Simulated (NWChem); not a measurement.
# BeH$_{2}$O; SMILES [BeH][OH]

```xyz
4

Be     0.0045    -0.8541     0.0001
H      0.0120    -2.1872     0.0003
O     -0.0035     0.5391    -0.0003
H     -0.0016     1.4863     0.0027
```
Atoms are numbered in this order, from 1.

The geometry was optimised at PBE0/def2-SVP.

 Unshifted, non-relativistic core excitations; the lowest 4 roots alone, so stronger bands may lie above.

List the first O K-edge excitations from BHandHLYP/6-311G** (spherical d), restricted-window TDA (NWChem).


```tsv
state	energy (eV)	dipole oscillator strength	leading excitation (squared amplitude)
S1	531.8	0.0114	1s of atom 3 or its equivalents → LUMO (0.75)
S2	532.1	0.0189	1s of atom 3 or its equivalents → LUMO+1 (0.93)
S3	532.1	0.0189	1s of atom 3 or its equivalents → LUMO+2 (0.93)
S4	533.6	0.0203	1s of atom 3 or its equivalents → LUMO+3 (0.48)
```
